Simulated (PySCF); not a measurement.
MBr for M along group 11

r²SCAN with triple-zeta basis sets in PySCF, for the lowest determinant that a PBE0 search found; no spin–orbit coupling. De refers to high-spin ground-configuration atoms. A positive dipole means M(−)Br(+).

```csv
M,basis,state (unpaired electrons),Re (Å),ωe (cm⁻¹),De (eV),μ (D)
Cu,x2c-TZVPPall,singlet (closed shell),2.160,320,3.48,-4.18
Ag,x2c-TZVPPall,singlet (closed shell),2.402,244,2.99,-5.12
Au,def2-TZVPP,singlet (closed shell),2.336,259,2.83,-3.19
```

The shortest bond is that of CuBr (2.160 Å), the longest that of AgBr (2.402 Å).

The rows differ in basis set, which adds steps of its own.

Down a group the atoms grow and get heavier, so bonds lengthen and wavenumbers fall; the exceptions here are the shorter bond at Au and the higher wavenumber at Au. Relativity and the filled 4f shell contract the atoms of the sixth period.

Spin–orbit coupling is left out, which matters for elements this heavy, above all for dissociation energies.
